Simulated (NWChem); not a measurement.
Molecule: SnHSF, singlet; SMILES [F][Sn][SH]

```xyz
4

Sn     0.3351     0.4624     0.0000
F     -1.5176     1.0917     0.0000
S     -0.2587    -1.9161     0.0000
H      1.0432    -2.2859     0.0000
```
Atoms are numbered in this order, from 1.

Low-valent species are run as closed-shell singlets; no triplet was tried in these runs. Coordinates come from a PBE0/def2-SVP optimisation. def2 effective core potentials on Sn; no spin-orbit coupling.

Symmetry labels are those of Cs in the frame above (b1 and b2, or b-type labels, depend on it).

Q: List the 6 lowest vertical singlet excitations from PBE0/def2-SVP with def2 effective core potentials on Sn, full TDDFT (NWChem).

A: 
```tsv
state	energy (eV)	oscillator strength	symmetry	leading excitation (squared amplitude)
S1	3.69	0.028	a"	HOMO → LUMO (0.99)
S2	4.26	0.031	a'	HOMO−1 → LUMO (0.92)
S3	5.72	0.001	a"	HOMO−1 → LUMO+1 (0.98)
S4	5.88	0.098	a'	HOMO → LUMO+1 (0.76)
S5	6.04	0.022	a"	HOMO−2 → LUMO (0.79)
S6	6.28	0.021	a"	HOMO−3 → LUMO (0.79)
```
